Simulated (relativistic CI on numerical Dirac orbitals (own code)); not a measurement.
# Energy levels of P⁵⁺

Calculated at this level of theory: Dirac-Coulomb-Breit CI, separate exchange-only KLI orbitals for each configuration, a model potential for QED, valence Slater integrals scaled by 0.85, P86 correlation estimate, and configurations built on the next ion tied to the tabulated ionisation energy (semi-empirical) (own radial code, finite nucleus).

Configurations in the expansion (outside the closed core 1s2): 2s2 2p6, 2s2 2p5 3s, 2s2 2p5 3p, 2s2 2p5 3d, 2s2 2p5 4s, 2s2 2p5 4p, 2s 2p6 3s, 2s2 2p5 4d, 2s2 2p5 4f, 2s 2p6 3p, 2s2 2p4 3s2, 2s 2p6 3d, 2s2 2p4 3s 3p, 2s2 2p4 3p2, 2s2 2p4 3s 3d, 2s 2p6 4s, 2s2 2p4 3p 3d, 2s 2p6 4p, 2s 2p6 4d, 2s 2p6 4f, 2s 2p5 3s2, 2s2 2p4 3d2. Levels of other configurations are missing.

```csv
No.,Configuration,Term,J,E (cm⁻¹),%,Landé g
1,2s2 2p6,1S,0,0,100,
2,2s2 2p5 3s,3P°,2,1092709,100,1.500
3,2s2 2p5 3s,3P°,1,1095951,83,1.414
4,2s2 2p5 3s,3P°,0,1099883,100,
5,2s2 2p5 3s,1P°,1,1104892,83,1.085
6,2s2 2p5 3p,3S,1,1177256,97,1.988
7,2s2 2p5 3p,3D,3,1189003,100,1.334
8,2s2 2p5 3p,3D,2,1190009,80,1.154
9,2s2 2p5 3p,3D,1,1192635,74,0.680
10,2s2 2p5 3p,3P,2,1195701,56,1.281
11,2s2 2p5 3p,1P,1,1198416,52,0.983
12,2s2 2p5 3p,3P,0,1200233,100,
13,2s2 2p5 3p,1D,2,1200415,41,1.232
14,2s2 2p5 3p,3P,1,1201435,65,1.349
15,2s2 2p5 3p,1S,0,1246882,97,
16,2s2 2p5 3d,3P°,0,1309691,100,
17,2s2 2p5 3d,3P°,1,1310526,98,1.482
18,2s2 2p5 3d,3P°,2,1312289,92,1.471
19,2s2 2p5 3d,3F°,4,1314333,100,1.250
20,2s2 2p5 3d,3F°,3,1315726,78,1.072
21,2s2 2p5 3d,3F°,2,1318119,73,0.775
22,2s2 2p5 3d,1F°,3,1319897,53,1.139
23,2s2 2p5 3d,3D°,1,1324625,93,0.541
24,2s2 2p5 3d,1D°,2,1324819,47,0.952
25,2s2 2p5 3d,3D°,3,1325582,58,1.205
26,2s2 2p5 3d,3D°,2,1326058,59,1.135
27,2s2 2p5 3d,1P°,1,1338109,93,0.977
28,2s2 2p5 4s,3P°,2,1439537,100,1.500
29,2s2 2p5 4s,3P°,1,1441257,55,1.274
30,2s2 2p5 4s,3P°,0,1446740,100,
31,2s2 2p5 4s,1P°,1,1448070,55,1.226
32,2s2 2p5 4p,3S,1,1470766,90,1.949
33,2s2 2p5 4p,3D,3,1474784,100,1.334
34,2s2 2p5 4p,3D,2,1475395,64,1.148
35,2s2 2p5 4p,1P,1,1476626,45,0.956
36,2s2 2p5 4p,3P,2,1477296,68,1.341
37,2s2 2p5 4p,3P,0,1481552,98,
38,2s2 2p5 4p,3D,1,1482267,67,0.690
39,2s2 2p5 4p,3P,1,1483210,65,1.405
40,2s2 2p5 4p,1D,2,1483344,41,1.178
41,2s2 2p5 4p,1S,0,1504339,94,
42,2s2 2p5 4d,3P°,0,1517271,100,
43,2s2 2p5 4d,3P°,1,1517865,94,1.443
44,2s2 2p5 4d,3P°,2,1518962,78,1.412
45,2s2 2p5 4d,3F°,4,1519080,100,1.250
```

Energies count from the lowest computed level; ° marks odd parity.

The mean weight of the leading LS term, summed over parents, in these 45 levels is 80 %, and that of the leading jj configuration (from the same eigenvectors) 79 %.

Configurations that consist of the next ion and one excited electron were tied to the tabulated ionisation energy; Rydberg ones are usually within 1,000 to 3,000 cm⁻¹ and the lowest ones within about 6,000 (9,000 in d shells), while levels on excited terms of the next ion carry the error of that term, and the other configurations can be misplaced by 10,000 cm⁻¹ or more. Rates follow the energies as ν³ (E1, M1) or ν⁵ (E2), so rates, branching and lifetimes can be off by large factors. 29 of the 38 excited levels that our extract of the measured tables holds in this range could be paired (the sources list more); they are missed by 2045 cm⁻¹ on average and 5830 at most, and levels without a partner can miss by more.

LS names give the leading component of a level, which can be under half, so a name can repeat, a term be missing and a line seem to break the LS rules.
